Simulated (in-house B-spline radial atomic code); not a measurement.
## RPA and G0W0 on HSE06: the technetium ion Tc⁷⁺

Configuration [Ar] 3d10 4s2 4p6, mean-field start HSE06. Computed with a B-spline radial code for spherical atoms: all electrons, scalar-relativistic (spin-free one-electron X2C), finite nucleus, each spin shell either full or empty, empty states to l = 9 with an (l + 1/2)⁻⁴ tail; G0W0 by contour deformation at full frequency.

Command:
```bash
python run_gw.py task.json out
```
Settings (radii: box in bohr, nucleus in fm):
```
Z                        43
electrons                36
configuration            [Ar] 3d10 4s2 4p6
hamiltonian              x2c
method                   hse06
lmax                     9
rms_radius               4.41117
spin_polarised           False
box_radius               8.41
intervals                66
```

Cost of the run: 2 s on 1 thread of Arm Neoverse V2, with other jobs on the host.

Energies (hartree):

| term | value |
| --- | --- |
| mean-field total | -4273.41013 |
| Hartree-Fock functional on these orbitals | -4271.82260 |
| direct second order | -3.0568 |
| second-order exchange | 0.87718 |
| SOSEX correction | 0.82425 |

Task: What is the RPA correlation energy, and what remains with SOSEX?

Result: RPA gives -2.7455 hartree (-2.08 eV per electron); RPA + SOSEX gives -1.9212, and the second-order doubles -2.1796 hartree (no singles). RPA lacks exchange-type terms and so overcorrelates at short range.

Quasi-particle levels (eV):

```json
{"level": "4p", "occupied": "yes", "mean field": "-144.51", "Σx - vxc": "-7.19", "Σc": "?", "QP weight": "?", "G0W0": "?"}
{"level": "3d", "occupied": "yes", "mean field": "-363.54", "Σx - vxc": "-22.97", "Σc": "6.45", "QP weight": "0.885", "G0W0": "-380.06"}
{"level": "4d", "occupied": "no", "mean field": "-95.34", "Σx - vxc": "8.43", "Σc": "-2.42", "QP weight": "0.973", "G0W0": "-89.34"}
```

G0W0 = mean field + (Σx - vxc) + Σc, with Σc (partial-wave tail included) taken at the quasi-particle energy. Only the outer levels were computed. Levels of low weight are left out.

Task: Where does G0W0 put 4p?

Result: At -152.52 eV, with Σc = -0.82 eV and a quasi-particle weight of 0.965. The tabulated removal energy is 150 ± 2.1 eV (NIST, tabulated theory); the calculation leaves out spin-orbit coupling, Breit and QED terms, and what these don't explain is the method's own error.
